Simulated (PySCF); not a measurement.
Xe: ionisation energy

Xe [Xe] (1S) → Xe⁺ [Kr] 4d10 5s2 5p5 (2P), as a difference of total energies. Computed with PySCF 2.14 in x2c-TZVPall (8s6p4d2f, 60 functions), with scalar relativity by spin-free X2C-1e. Correlated levels: valence: [Kr] 4d10 frozen. The calculations carry no spin-orbit coupling.

```tsv
method	ionisation energy (eV)	error (eV)
UHF	11.543	-1.022
PBE0	12.458	-0.107
BP86	12.542	-0.023
MP2 (valence)	12.302	-0.263
SCS-MP2 (valence)	12.232	-0.333
```

Reference: 12.565 eV (measured; NIST levels, between the centres of gravity of the two terms).

Errors of the correlated levels include the incompleteness of this basis and the frozen core.
